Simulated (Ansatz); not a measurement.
`N[Si]1(F)CO1` → `O/C(F)=N/[SiH3]`  (isomerisation)

Gas-phase electronic energies from Ansatz, PBE0-D4/def2-TZVP geometries. CCSD(T)/CBS is the MP2 limit (def2-TZVPP, def2-QZVPP) plus CCSD(T) − MP2 in def2-TZVPP, frozen cores. One conformer a species, not always the lowest.

| species | CCSD(T)/CBS(def2) energy (Eh) |
| --- | --- |
| `N[Si]1(F)CO1` | -559.29942 |
| `O/C(F)=N/[SiH3]` | -559.20990 |

Work out ΔE.

ΔE = (-559.20990) − (-559.29942) = 0.08952 Eh = +56.2 kcal/mol.

Largest T1 diagnostic among the species: 0.013.

At CCSD(T), def2-SVP lies −23.0 kcal/mol from the extrapolated value and def2-TZVPP −3.4 kcal/mol. In def2-TZVPP, CCSD(T) changes the Hartree–Fock value by +6.6 kcal/mol (the triples alone add −0.5 kcal/mol) and MP2 by +10.1 kcal/mol. From PBE to PBE0 (25 % exact exchange), in def2-TZVPP and without D4, ΔE moves by +2.2 kcal/mol.
